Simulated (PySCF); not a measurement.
Mapped SMILES: `[CH:1]#[C:2][C@@H:3]1[CH2:4][C@H:5]1[SiH2:6][NH2:7]`; H(Xn) means a hydrogen on atom n. Ha(C4) is cis to C2 on the ring; Ha(Si6) is pro-R; Hb(Si6) is pro-S; Hb(C4) is trans to C2 on the ring.

[PySCF 2.14.0 with density-fitted response routines: NMR shieldings at KT3/pcSseg-1/GIAO; geometry from PBE0-D3(BJ)/def2-SVP; non-relativistic; no solvent; one computed conformer; one averaged value for each set of equivalent atoms]

Referencing at the same level of theory: ¹³C and ¹H and ²⁹Si against TMS; ¹⁵N vs NH3.

```tsv
atoms	nucleus	count	δ (ppm)
C2	¹³C	1	?
H(C1)	¹H	1	1.64
Hb(C4)	¹H	1	0.93
C1	¹³C	1	58.1
H(N7)	¹H	2	-0.35
Ha(C4)	¹H	1	?
H(C5)	¹H	1	-0.15
H(C3)	¹H	1	?
C4	¹³C	1	13.8
C3	¹³C	1	4.8
Hb(Si6)	¹H	1	5.04
N7	¹⁵N	1	?
Ha(Si6)	¹H	1	?
Si6	²⁹Si	1	-35.6
C5	¹³C	1	8.6
```

Problem. Fill in the missing shifts.

Solution. 
- C2: 80.5 ppm, alkyne carbon; the triple bond shields along its axis, which puts it between sp3 and sp2 carbons
- Ha(Si6): 4.46 ppm, hydrogen on a silicon bonded to C, N
- H(C3): 1.32 ppm, hydrogen on a three-membered-ring carbon; cyclopropane-type protons are shielded by the ring
- Ha(C4): 0.86 ppm, hydrogen on a three-membered-ring carbon; cyclopropane-type protons are shielded by the ring
- N7: -0.7 ppm, nitrogen bonded to Si, 2 H

Exchangeable OH/NH protons stand at their gas-phase positions; hydrogen bonding in a real sample shifts them, mostly to higher δ. Shifts are as computed, not scaled to solution data. Of 1211 compounds with measured shifts, 218 miss one by over three times the rms of a fit or turn the order of signals round; such compounds aren't used in these exercises. Experimental scales use liquid or dissolved standards, which lie at an offset from isolated NH3 (liquid NH3: subtract about 20 ppm).
